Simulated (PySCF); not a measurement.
Name the molecule from its bond curve

A diatomic of charge -1 contains Pb. Its singlet curve at PBE0 in a double-zeta basis (scalar-relativistic core potentials, PySCF), in eV from the separated fragments:

```
R (Å)  E (eV)
1.742  -1.630
1.823  -2.261
1.904  -2.559
1.965  -2.651
2.026  -2.671
2.087  -2.641
2.168  -2.547
2.269  -2.375
2.391  -2.135
2.553  -1.807
```

The fit gives ωe = 544 cm⁻¹ and the rotational constant Bₑ = 0.3160 cm⁻¹.

Problem. Which atom is the partner?

Solution. The minimum lies at 2.017 Å, so the reduced mass is 16.8576 u Å² cm⁻¹/(Bₑ·Re²) = 13.11 u. With Pb at 207.98 u the partner weighs about 14.0 u: N. The molecule is PbN⁻.

These are scalar-relativistic numbers at best; spin–orbit coupling would shift them, the dissociation energy most.
